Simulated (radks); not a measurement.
Ionisation of the cadmium ion Cd3+, [Kr] 4d9, to [Kr] 4d8 as the strength of local exchange is varied. Calculated with a radial shooting solver on a logarithmic mesh with Libxc functionals: scalar-relativistic Kohn-Sham, Slater X-alpha exchange (alpha = 2/3 is LDA exchange), no correlation, spin-unpolarised, spherical densities, finite nucleus; Fermi nuclear charge, rms radius 4.6087 fm.

| alpha | E(Cd3+) (hartree) | exchange (hartree) | IE (eV) | -e of the level emptied (eV) | <r> of it (bohr) |
|---|---|---|---|---|---|
| 0.66 | -5581.21971 | -142.16240 | 52.379 | 44.204 (4d) | 1.205 |
| 0.667 | -5582.73085 | -143.70775 | 52.558 | 44.372 (4d) | 1.204 |
| 0.669 | -5583.16267 | -144.14943 | 52.609 | 44.421 (4d) | 1.203 |
| 0.727 | -5595.69967 | -156.98589 | 54.106 | 45.833 (4d) | 1.192 |
| 0.957 | -5645.68232 | -208.41923 | 60.290 | 51.692 (4d) | 1.149 |
| 0.963 | -5646.99191 | -209.77228 | 60.457 | 51.850 (4d) | 1.148 |

NIST Atomic Spectra Database: 51 +/- 1.7 eV (theoretical). The central value is not met in this range of alpha. Spin polarisation and multiplet splitting are left out, so open shells lie too high by an amount that depends on their filling.

Beside tabulated values, note that spin-unpolarised runs miss the spin-polarisation part of the exchange energy of open shells.
